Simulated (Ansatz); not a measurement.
C2H4Si2, SMILES `C#C[Si][SiH3]` (excited triplet) (charge 0, multiplicity 3). This triplet is an excited state, 0.71 eV above the relaxed singlet at the level B3LYP/cc-pVTZ // PBE0-D3(BJ)/def2-TZVP (Ansatz, a first-principles code).

Cartesian coordinates (Å):
```xyz
8

C      2.6946     0.9007    -0.0447
C      1.7582     0.1279    -0.1182
Si     0.4649    -1.0946    -0.2508
Si    -1.7480    -0.4662     0.0524
H      3.5065     1.5880     0.0221
H     -2.5675    -1.6889    -0.1392
H     -1.9638     0.0696     1.4230
H     -2.1450     0.5635    -0.9446
```
Charge 0, spin multiplicity 3.

Frozen-core energies in 6-31g from Ansatz at a geometry from PBE0-D3(BJ)/def2-TZVP; the HF reference has <S^2> = 2.27 and the T1 diagnostic is 0.039.

| level | energy (Ha) |
|---|---|
| HF | -655.68448 |
| MP2 | -655.92194 |
| CCSD | -655.97536 |
| CCSD(T) | -655.98417 |

Estimate the energies of CCSDT and CCSDT(Q), and give each level's difference from CCSDT(Q).


| level | energy (Ha) | difference from CCSDT(Q) (mHa) |
|---|---|---|
| MP2 | -655.92194 | 64.48 |
| CCSD | -655.97536 | 11.06 |
| CCSD(T) | -655.98417 | 2.25 |
| CCSDT | -655.98537 | 1.05 |
| CCSDT(Q) | -655.98642 | 0.00 |
